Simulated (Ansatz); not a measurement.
Species: H₃SiO₂, charge 0, doublet. H3SiO2 (SMILES O[SiH]O, doublet).
B3LYP-D3(BJ)/def2-TZVP minimum from Ansatz (a quantum-chemistry and plane-wave program):
```xyz
6

Si    -0.4237     0.0011    -0.3041
O     -0.3301    -0.0525     1.3510
O      1.1173     0.0115    -0.8845
H     -0.9993     1.2934    -0.7854
H     -1.1041    -0.3511     1.8359
H      1.7380    -0.6296    -0.5260
```
Charge 0, spin multiplicity 2.

Total energies in cc-pV(D+d)Z, 19 correlated electrons, 7 frozen orbitals. Open shells are spin-unrestricted; no spin-orbit coupling. Cores are frozen in correlated methods. No relativity.

```tsv
method	program	energy (Eh)	minus CCSDT(Q) (mEh)
HF	Ansatz	-440.45895	490.70
MP2	Ansatz	-440.91648	33.17
CCSD	Ansatz	-440.93740	12.25
CCSD(T)	Ansatz	-440.94762	2.03
CCSDT(Q)	Ansatz	-440.94965	0.00
```

Rough core times of Ansatz's runs on a shared machine: CCSD(T) under 20 s, CCSDT(Q) 10 min.
